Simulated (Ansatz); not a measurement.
Two members of one family (BH3 adduct), computed with Ansatz in the gas phase. The two geometries come from different levels. Binding counts from free atoms in the multiplicity of their measured ground term, without zero-point energy. The structures are stationary points that may keep the symmetry of their start.

First: B(PF3)H3 (singlet, charge 0, B3LYP-D4/def2-SVP geometry).

Cartesian coordinates in Å:
```
B -0.496 0.441 0.885
P 0.337 -0.299 -0.603
F 0.312 0.518 -1.952
F -0.186 -1.693 -1.123
F 1.880 -0.609 -0.505
H -0.320 -0.408 1.737
H -1.646 0.573 0.512
H 0.119 1.477 1.049
```

```
            level  HOMO (eV)  LUMO (eV)  gap (eV)  binding per atom (eV)
  PBE-D4/def2-SVP      -8.26      -0.89      7.37                   3.68
 PBE-D4/def2-TZVP      -8.41      -1.22      7.19                   3.74
BLYP-D4/def2-TZVP      -8.32      -1.10      7.21                   3.66
 PBE0-D4/def2-SVP      -9.74      -0.01      9.74                   3.54
ωB97X-V/def2-TZVP     -12.27       2.05     14.32                   3.66
```

Second: B(AsH3)H3 (singlet, charge 0, B3LYP-D4/def2-TZVP geometry).

```
atom   x (Å)   y (Å)   z (Å)
  B1   0.821   0.745   0.526
 As2  -0.580  -0.526  -0.372
  H3  -1.449   0.011  -1.483
  H4  -1.664  -1.140   0.481
  H5  -0.096  -1.782  -1.055
  H6   0.124   1.623   0.956
  H7   1.523   1.042  -0.402
  H8   1.321   0.026   1.348
```

Task: Estimate the same table for the second.

Result: 
| level | HOMO (eV) | LUMO (eV) | gap (eV) | binding per atom (eV) |
| --- | --- | --- | --- | --- |
| PBE-D4/def2-SVP | -7.18 | -0.41 | 6.78 | 2.83 |
| PBE-D4/def2-TZVP | -7.33 | -0.79 | 6.54 | 2.83 |
| BLYP-D4/def2-TZVP | -7.27 | -0.80 | 6.48 | 2.83 |
| PBE0-D4/def2-SVP | -8.57 | 0.48 | 9.05 | 2.81 |
| ωB97X-V/def2-TZVP | -11.07 | 2.05 | 13.11 | 2.85 |
